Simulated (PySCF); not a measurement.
Compound: C5H7N2O (doublet state).
Geometry (GFN2-xTB, Å), atoms numbered from 1 in this order:
```
atom  x, y, z in Å
C1     2.5830   -0.0288    0.1663
N2     1.2251    0.2208   -0.2381
C3     0.1611   -0.2649    0.4569
O4     0.2740   -0.9493    1.4596
C5    -1.1527    0.1002   -0.0972
C6    -2.3673   -0.4044    0.5801
C7    -1.2444    0.8927   -1.2183
N8    -1.2956    1.5659   -2.1598
H9     2.5506   -0.6515    1.0591
H10    3.0953    0.9079    0.3950
H11    3.1307   -0.5503   -0.6212
H12    1.0679    0.7847   -1.0596
H13   -2.0740   -0.8886    1.5099
H14   -2.8849   -1.1310   -0.0520
H15   -3.0732    0.4046    0.7749
```

The hyperfine couplings belong to this conformer and change with its torsions.

The species is `CNC(=O)[C](C)C#N` [radical].

Method used: UKS B3LYP, pcH-1 on C H N O, non-relativistic, mean-field spin-orbit, GIAO in PySCF. Geometry: GFN2-xTB, one conformer, isolated molecule. Couplings are sensitive to structure, and on GFN2-xTB geometries they can be far from those on DFT ones. No stability test was run, so a lower SCF solution isn't excluded.

Task: Match the computed a_iso(13C) values +66.9, -52.7, -31.2, -26.1, -3.5 MHz with the sites C1; C3; C5; C6; C7.

Result: 
```tsv
site	a_iso (MHz)	ρ(0) (bohr⁻³)	position	distance from C5 (Å)	spin population	largest |T| (MHz)
C1	-3.5	-0.0031	3 bonds from C5	3.75	-0.01	0.5
C3	-31.2	-0.0277	1 bond from C5	1.47	-0.07	5.7
C5	+66.9	+0.0595	largest spin population	0.00	+0.76	124.8
C6	-26.1	-0.0232	1 bond from C5	1.48	-0.05	2.8
C7	-52.7	-0.0469	1 bond from C5	1.38	-0.18	19.2
```

Task: Match the computed a_iso(14N) values +7.8, +2.4 MHz with the sites N2; N8.

Result: 
```
site  a_iso (MHz)  ρ(0) (bohr⁻³)         position  distance from C5 (Å)  spin population  largest |T| (MHz)
  N2         +2.4        +0.0076  2 bonds from C5                  2.39            +0.07                7.3
  N8         +7.8        +0.0241  2 bonds from C5                  2.53            +0.33               28.1
```

Task: Match the computed a_iso(1H) values +65.1, +9.1, -5.1 MHz (means over equivalent nuclei) with the sites H9/H10/H11; H12; H13/H14/H15.

Result: 
```
       site  a_iso (MHz)  ρ(0) (bohr⁻³)            position  distance from C5 (Å)  bound to  spin population there  largest |T| (MHz)
 H9/H10/H11         +9.1        +0.0020     4 bonds from C5                  4.22        C1                  -0.01                2.1
        H12         -5.1        -0.0011  γ, 3 bonds from C5                  2.52        N2                  +0.07                4.1
H13/H14/H15        +65.1        +0.0146  β, 2 bonds from C5                  2.12        C6                  -0.05                6.7
```

ρ(0) is the spin density at the nucleus and T the dipolar tensor; entries for several nuclei are means. The largest Mulliken spin populations are on C5 (+0.76), N8 (+0.33), C7 (-0.18) and O4 (+0.07). The positive populations add up to 1.31 and the negative ones to -0.31, together 2S = 1. The angles at C5 add up to 360.0°, so it is planar.

Nuclei that the bonding pattern makes equivalent are averaged, as if the motion that swaps them (rotation, inversion, ring flip) were fast. The three 1H nuclei of mean +65.1 MHz run from 4.2 to 112.3 MHz in the frozen geometry. The three 1H nuclei of mean +9.1 MHz run from 0.3 to 13.8 MHz in the frozen geometry.
